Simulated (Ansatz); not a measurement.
Calculated with Ansatz (gas phase, PBE0-D4/def2-TZVP geometries, no zero-point term in ΔE). CCSD(T)/CBS adds triple-zeta CCSD(T) − MP2 to the extrapolated MP2 energy (def2 sets, frozen cores). This one scheme is used for every species. Functionals use def2-TZVPP. For Se outer-core shells are correlated without core-valence functions, which leaves a few kJ/mol of doubt a bond. Scalar relativity is left out up to krypton. One conformer a species, not always the lowest.

`B[Se][SiH2]F` + `BO` → `BO[SiH2]F` + `B[SeH]`  (ligand exchange at the Si–Se bond)

`B[Se][SiH2]F`:

Cartesian coordinates in Å:
```
B 0.869 0.681 -1.414
Se -0.614 -0.518 -1.245
Si -0.677 -0.581 1.029
F -1.556 0.629 1.588
H 1.191 0.974 -2.522
H 1.431 1.096 -0.449
H 0.691 -0.439 1.571
H -1.334 -1.841 1.442
```

`BO`:

```xyz
5

B    -0.370    0.001    0.201
O     0.619    0.503   -0.564
H    -1.313    0.709    0.398
H    -0.288   -1.109    0.657
H     1.352   -0.104   -0.691
```

`BO[SiH2]F`:

```xyz
8

B    -0.629    0.283    1.406
O     0.192   -0.403    0.581
Si    0.544   -0.242   -1.014
F    -0.153   -1.441   -1.791
H    -0.718   -0.083    2.542
H    -1.238    1.234    0.990
H    -0.003    1.028   -1.539
H     2.004   -0.377   -1.176
```

`B[SeH]`:

Cartesian coordinates in Å:
```
B -0.400 -0.100 0.486
Se 0.264 -0.407 -1.265
H 0.111 0.698 1.205
H -1.346 -0.751 0.803
H 1.371 0.559 -1.228
```

```
       species  PBE-D4 energy (Eh)
`B[Se][SiH2]F`         -2817.64583
          `BO`          -101.82042
   `BO[SiH2]F`          -491.66961
      `B[SeH]`         -2427.80730
```

(1) Work out ΔE.

Largest T1 diagnostic among the species: 0.014.

Answers

(1) ΔE = (-491.66961) + (-2427.80730) − (-2817.64583) − (-101.82042) = -0.01066 Eh = -28.0 kJ/mol. CCSD(T)/CBS gives -43.1 kJ/mol.

From PBE to PBE0 (25 % exact exchange), in def2-TZVPP and without D4, ΔE moves by −4.7 kJ/mol. The D4 term adds +4.1 kJ/mol with B3LYP and +2.2 kJ/mol with PBE0; it sums over pairs of atoms, weighted by their polarisabilities, and B3LYP, whose exchange is more repulsive, gets the larger term. In def2-TZVPP, CCSD(T) changes the Hartree–Fock value by +18.4 kJ/mol (the triples alone add +3.5 kJ/mol) and MP2 by +22.3 kJ/mol.

B3LYP here is the variant with VWN-RPA as its local correlation; programs differ in this.
